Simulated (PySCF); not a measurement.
AsBH4, SMILES B[AsH2].

The structure is a stationary point at r2SCAN-D4/def2-TZVP.

These are B3LYP/def2-TZVPD (PySCF) values and carry that method's errors.

Symmetry labels are those of the subgroup Cs that the program uses (full group Cs).

Computed valence orbital energies around the gap with their symmetry:
```json
[
 {"orbital": "HOMO−7", "symmetry": "A'", "energy (eV)": "-44.39"},
 {"orbital": "HOMO−6", "symmetry": "A'", "energy (eV)": "-44.36"},
 {"orbital": "HOMO−5", "symmetry": "A'", "energy (eV)": "-17.61"},
 {"orbital": "HOMO−4", "symmetry": "A'", "energy (eV)": "-13.42"},
 {"orbital": "HOMO−3", "symmetry": "A\"", "energy (eV)": "-10.84"},
 {"orbital": "HOMO−2", "symmetry": "A\"", "energy (eV)": "-9.45"},
 {"orbital": "HOMO−1", "symmetry": "A'", "energy (eV)": "-9.22"},
 {"orbital": "HOMO", "symmetry": "A'", "energy (eV)": "-7.22"},
 {"orbital": "LUMO", "symmetry": "A'", "energy (eV)": "-2.17"},
 {"orbital": "LUMO+1", "symmetry": "A'", "energy (eV)": "-0.16"},
 {"orbital": "LUMO+2", "symmetry": "A\"", "energy (eV)": "0.32"},
 {"orbital": "LUMO+3", "symmetry": "A'", "energy (eV)": "0.61"}
]
```
